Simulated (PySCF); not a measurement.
PySCF input file for C₃H₆OSi, SMILES O=C1[SiH2]CC1, TDA-PBE0/def2-SVPD. Geometry: PBE-D3(BJ)/def2-SVP. A frequency run showed that this geometry is not a minimum. This is a generated structure with no PubChem entry under its InChIKey; it may be hypothetical.

```python
import numpy as np
from pyscf import gto, scf, dft, tdscf

mol = gto.M(
    atom='''
    O     1.94776641    0.12645814    0.88982781
    C     0.83524598   -0.00365431    0.44088235
    C    -0.26146582   -1.02681739    0.83518343
    C    -1.40862324   -0.64196420   -0.14737095
    Si   -0.37783345    0.78137192   -0.92500945
    H     0.12171781   -2.06439489    0.71737973
    H    -0.51941473   -0.90906480    1.91086215
    H    -2.33800919   -0.31683303    0.35880846
    H    -1.67505130   -1.45112018   -0.85465394
    H    -0.87524370    2.18651305   -0.69572429
    H     0.00259651    0.63864319   -2.37733120
    ''',
    basis='def2-SVPD',
    charge=0,
    spin=0,
    max_memory=1600,
    verbose=4,
)
mf = dft.RKS(mol, xc='pbe0').density_fit(auxbasis='def2-universal-jkfit')
mf.grids.level = 3
mf.conv_tol = 1e-9
mf.max_cycle = 100
mf.kernel()
mf.grids = dft.Grids(mol).set(level=1).build(with_non0tab=True)  # coarser grid for the response kernel
td = tdscf.TDA(mf)
td.singlet = True
td.nstates = 10
td.conv_tol = 1e-4
td.positive_eig_threshold = 1e-6
td.kernel(x0=td.get_init_guess(mf, 15))
td.analyze()
tt = tdscf.TDA(mf)
tt.singlet = False
tt.nstates = 4
tt.conv_tol = 1e-4
tt.positive_eig_threshold = 1e-6
tt.kernel(x0=tt.get_init_guess(mf, 9))
tt.analyze(verbose=3)
```

Log of the run:

```
PySCF version 2.14.0

[INPUT] verbose = 4
[INPUT] num. atoms = 11
[INPUT] num. electrons = 46
[INPUT] charge = 0
[INPUT] spin (= nelec alpha-beta = 2S) = 0
[INPUT] symmetry False subgroup None
[INPUT] Mole.unit = angstrom
[INPUT] Symbol           X                Y                Z      unit          X                Y                Z       unit  Magmom
[INPUT]  1 O      1.947766410000   0.126458140000   0.889827810000 AA    3.680745069527   0.238971250822   1.681530858922 Bohr   0.0
[INPUT]  2 C      0.835245980000  -0.003654310000   0.440882350000 AA    1.578386148844  -0.006905645074   0.833146894655 Bohr   0.0
[INPUT]  3 C     -0.261465820000  -1.026817390000   0.835183430000 AA   -0.494098790735  -1.940403647041   1.578267946475 Bohr   0.0
[INPUT]  4 C     -1.408623240000  -0.641964200000  -0.147370950000 AA   -2.661912136297  -1.213136519776  -0.278490734217 Bohr   0.0
[INPUT]  5 Si    -0.377833450000   0.781371920000  -0.925009450000 AA   -0.714001741200   1.476578930226  -1.748014523135 Bohr   0.0
[INPUT]  6 H      0.121717810000  -2.064394890000   0.717379730000 AA    0.230013325382  -3.901140955052   1.355651217014 Bohr   0.0
[INPUT]  7 H     -0.519414730000  -0.909064800000   1.910862150000 AA   -0.981551584765  -1.717883501483   3.611006125298 Bohr   0.0
[INPUT]  8 H     -2.338009190000  -0.316833030000   0.358808460000 AA   -4.418197045816  -0.598727653916   0.678049720577 Bohr   0.0
[INPUT]  9 H     -1.675051300000  -1.451120180000  -0.854653940000 AA   -3.165388201597  -2.742219714030  -1.615061877880 Bohr   0.0
[INPUT] 10 H     -0.875243700000   2.186513050000  -0.695724290000 AA   -1.653970885251   4.131910832287  -1.314728366307 Bohr   0.0
[INPUT] 11 H      0.002596510000   0.638643190000  -2.377331200000 AA    0.004906692780   1.206860720419  -4.492504875384 Bohr   0.0

nuclear repulsion = 211.278558231155
number of shells = 67
number of NR pGTOs = 225
number of NR cGTOs = 155
basis = def2-SVPD
ecp = {}


[settings echo left out]
init E= -482.358943556605
  HOMO = -0.276727301687454  LUMO = -0.125905862357226  gap/eV = 4.10406
cycle= 1 E= -481.931628431911  delta_E= 0.427  |g|= 0.715  |ddm|=  3.9
  HOMO = -0.134219519016612  LUMO = -0.0215090261515022  gap/eV = 3.06701
cycle= 2 E= -481.470275570087  delta_E= 0.461  |g|= 1.66  |ddm|= 2.26
  HOMO = -0.241824405106992  LUMO = -0.0581827786700284  gap/eV = 4.99714
cycle= 3 E= -482.038109566882  delta_E= -0.568  |g|= 0.138  |ddm|= 1.73
  HOMO = -0.249382472694371  LUMO = -0.0633309914022533  gap/eV = 5.06272
cycle= 4 E= -482.041738571456  delta_E= -0.00363  |g|= 0.0753  |ddm|= 0.247
  HOMO = -0.248383752713145  LUMO = -0.0600334944205358  gap/eV = 5.12527
cycle= 5 E= -482.04319996858  delta_E= -0.00146  |g|= 0.00784  |ddm|= 0.102
  HOMO = -0.248421896731208  LUMO = -0.0597813964896967  gap/eV = 5.13317
cycle= 6 E= -482.043216824211  delta_E= -1.69e-05  |g|= 0.00257  |ddm|= 0.0166
  HOMO = -0.248537331041867  LUMO = -0.0597538499694696  gap/eV = 5.13706
cycle= 7 E= -482.043218397747  delta_E= -1.57e-06  |g|= 0.000671  |ddm|= 0.00474
  HOMO = -0.248646943940119  LUMO = -0.0598317717757468  gap/eV = 5.13792
cycle= 8 E= -482.043218509973  delta_E= -1.12e-07  |g|= 0.000249  |ddm|= 0.00159
  HOMO = -0.248612177354807  LUMO = -0.0597963081508186  gap/eV = 5.13794
cycle= 9 E= -482.043218526124  delta_E= -1.62e-08  |g|= 3.62e-05  |ddm|= 0.000394
  HOMO = -0.248618174892033  LUMO = -0.059801001941437  gap/eV = 5.13798
cycle= 10 E= -482.043218526521  delta_E= -3.98e-10  |g|= 7e-06  |ddm|= 9.45e-05
  HOMO = -0.248616975199577  LUMO = -0.0597995068076207  gap/eV = 5.13799
Extra cycle  E= -482.043218526515  delta_E= 6.82e-12  |g|= 1.03e-05  |ddm|= 2.74e-05
converged SCF energy = -482.043218526515
tot grids = 41968
Overwritten attributes  positive_eig_threshold  of <class 'pyscf.tdscf.rks.TDA'>


******** <class 'pyscf.tdscf.rks.TDA'> for <class 'pyscf.df.df_jk.DFRKS'> ********
nstates = 10 singlet
deg_eia_thresh = 1.000e-03
wfnsym = None
conv_tol = 0.0001
eigh lindep = 1e-12
eigh level_shift = 0
eigh max_cycle = 100


Excitation energies (eV)
[3.20649073 5.46830363 5.81705906 6.06519075 6.85952078 7.10305799
 7.16774809 7.31623716 7.38962458 7.60856873]

** Singlet excitation energies and oscillator strengths **
Excited State   1:      3.20649 eV    386.67 nm  f=0.0023
      23 -> 24       -0.69928
Excited State   2:      5.46830 eV    226.73 nm  f=0.0723
      23 -> 25       -0.68720
Excited State   3:      5.81706 eV    213.14 nm  f=0.0016
      22 -> 24       -0.70428
Excited State   4:      6.06519 eV    204.42 nm  f=0.0134
      23 -> 26       -0.70236
Excited State   5:      6.85952 eV    180.75 nm  f=0.0128
      21 -> 24       -0.46093
      23 -> 27        0.52879
Excited State   6:      7.10306 eV    174.55 nm  f=0.0001
      19 -> 24        0.68641
Excited State   7:      7.16775 eV    172.98 nm  f=0.1159
      21 -> 24        0.40364
      22 -> 25        0.34995
      23 -> 27        0.31959
      23 -> 28        0.28222
Excited State   8:      7.31624 eV    169.46 nm  f=0.0246
      20 -> 24        0.12906
      21 -> 24       -0.15366
      22 -> 25       -0.12090
      23 -> 27       -0.16924
      23 -> 28        0.63326
Excited State   9:      7.38962 eV    167.78 nm  f=0.0322
      21 -> 24       -0.17354
      22 -> 25        0.42672
      23 -> 25        0.10555
      23 -> 27       -0.15627
      23 -> 29       -0.48022
Excited State  10:      7.60857 eV    162.95 nm  f=0.0614
      18 -> 24        0.13212
      20 -> 24       -0.30642
      21 -> 24       -0.17031
      22 -> 25        0.29238
      23 -> 27       -0.17594
      23 -> 29        0.44100
      23 -> 30        0.10028
      23 -> 31       -0.11433

** Transition electric dipole moments (AU) **
state          X           Y           Z        Dip. S.      Osc.
  1        -0.0601      0.1081      0.1170      0.0290      0.0023
  2        -0.3564      0.3650     -0.5284      0.5394      0.0723
  3         0.0437     -0.0641     -0.0720      0.0112      0.0016
  4         0.0338      0.2260     -0.1953      0.0904      0.0134
  5        -0.1538      0.1179     -0.1972      0.0765      0.0128
  6         0.0075      0.0061      0.0233      0.0006      0.0001
  7        -0.5778      0.2366     -0.5199      0.6602      0.1159
  8         0.1448      0.2794     -0.1949      0.1370      0.0246
  9        -0.0167     -0.3167      0.2784      0.1780      0.0322
 10         0.2878     -0.2781      0.4116      0.3296      0.0614

** Transition velocity dipole moments (imaginary part, AU) **
state          X           Y           Z        Dip. S.      Osc.
  1         0.0075     -0.0133     -0.0147      0.0004      0.0025
  2        -0.0309      0.0285     -0.0428      0.0036      0.0119
  3         0.0071     -0.0126     -0.0136      0.0004      0.0012
  4        -0.0065      0.0480     -0.0485      0.0047      0.0141
  5        -0.0439      0.0246     -0.0456      0.0046      0.0122
  6        -0.0061      0.0122      0.0175      0.0005      0.0013
  7        -0.0714      0.0638     -0.0963      0.0184      0.0467
  8         0.0216      0.0616     -0.0475      0.0065      0.0162
  9        -0.0184     -0.0592      0.0446      0.0058      0.0143
 10         0.0338     -0.0680      0.0807      0.0123      0.0293

** Transition magnetic dipole moments (imaginary part, AU) **
state          X           Y           Z
  1        -1.0298     -0.1244     -0.4143
  2         0.3425     -0.6007     -0.6424
  3        -0.0434      0.0604     -0.0740
  4         0.0637     -0.1181     -0.1242
  5         0.1094     -0.1976     -0.2020
  6         0.0395      0.2210     -0.1329
  7         0.4226     -0.7465     -0.8216
  8        -0.0483      0.0617      0.0760
  9         0.3507     -0.6224     -0.6671
 10         0.1119     -0.2712     -0.2603


******** <class 'pyscf.tdscf.rks.TDA'> for <class 'pyscf.df.df_jk.DFRKS'> ********
nstates = 4 triplet
deg_eia_thresh = 1.000e-03
wfnsym = None
conv_tol = 0.0001
eigh lindep = 1e-12
eigh level_shift = 0
eigh max_cycle = 100


Excitation energies (eV)
[2.49189733 4.86324908 5.44605949 5.51582378]

** Triplet excitation energies and oscillator strengths **
Excited State   1:      2.49190 eV    497.55 nm  f=0.0000
Excited State   2:      4.86325 eV    254.94 nm  f=0.0000
Excited State   3:      5.44606 eV    227.66 nm  f=0.0000
Excited State   4:      5.51582 eV    224.78 nm  f=0.0000
```

The calculation finished and met its thresholds.
